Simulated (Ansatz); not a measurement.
A series at Ti: from `CC1=CC(C(F)(F)F)=[O+][Ti-]([F])([F])([F])[O]1`, ligands are replaced one by one, each step taking up HCl and setting free H–F; n counts the steps. Ansatz, PBE0-D4/def2-TZVP geometries.

```
n                                            molecule  HOMO energy, ωB97M-V/def2-TZVPP (eV)
0     `CC1=CC(C(F)(F)F)=[O+][Ti-]([F])([F])([F])[O]1`                                -10.62
1    `CC1=CC(C(F)(F)F)=[O+][Ti-]([F])([F])([Cl])[O]1`                                -10.60
2   `CC1=CC(C(F)(F)F)=[O+][Ti-]([F])([Cl])([Cl])[O]1`                                -10.49
3  `CC1=CC(C(F)(F)F)=[O+][Ti-]([Cl])([Cl])([Cl])[O]1`                                     ?
```

Q: By hand: fit a straight line y = ȳ + b (n − n̄) to the 3 given rows and predict n = 3.

A: n̄ = 1.000, ȳ = -10.570; Σ(n − n̄)(y − ȳ) = 0.130, Σ(n − n̄)² = 2.000, so b = 0.065 eV a step. Prediction: -10.570 + (0.065) × (2.000) = -10.44 eV.

Q: By hand: compare with the computed value, -10.44 eV, and give the steps along the whole series.

A: The line misses by 0.00 eV (computed minus predicted). Steps: 0.02, 0.11, 0.05 eV.

One step carries most of the change, so a line is a poor guide. The highest orbital can change its character along such a series. The miss is 0.0 % of the series' range.
